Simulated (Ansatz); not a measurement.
```yaml
crystal:
  periodic: [false, false, false]
  atoms:
    - {symbol: C, position_ang: [0.242952, -1.893908, 0.581209]}
    - {symbol: C, position_ang: [0.540967, -0.593620, 0.267822]}
    - {symbol: O, position_ang: [-0.370714, 0.211268, -0.193628]}
    - {symbol: Si, position_ang: [-0.290988, 1.806214, -0.836048]}
    - {symbol: F, position_ang: [1.024325, 2.761506, -0.103200]}
    - {symbol: F, position_ang: [-1.454686, 2.670080, -0.324195]}
    - {symbol: F, position_ang: [-0.270312, 1.826736, -1.897277]}
    - {symbol: H, position_ang: [-0.248618, -1.709061, 1.843139]}
    - {symbol: H, position_ang: [0.556310, -2.636290, 0.835911]}
    - {symbol: H, position_ang: [-0.837937, -2.179639, 0.425165]}
    - {symbol: H, position_ang: [1.492163, -0.034936, 0.401549]}
    - {symbol: H, position_ang: [0.556201, -0.862773, -0.873727]}
basis:
  gaussian: {orbitals: x2c-TZVPPall}
hamiltonian: {xc: {name: CAM-B3LYP}}
scf: {lower_state_search: full}
scf: {max_iter: 3}
output: {forces: true}
```

```sh
$ ansatz run in.yaml --threads 4 --pin off --events-out ev --progress --plain --max-ram 11315MiB
```

(1) How does Ansatz answer? (Estimate.)

## Answers

(1) Computed: The program refused the input.
```
Error: YAML parse error: error: line 20 column 1: duplicate mapping key: scf, set DuplicateKeyPolicy in Options if acceptable
18 | hamiltonian: {xc: {name: CAM-B3LYP}}
19 | scf: {lower_state_search: full}
20 | scf: {max_iter: 3}
21 | output: {forces: true}
```
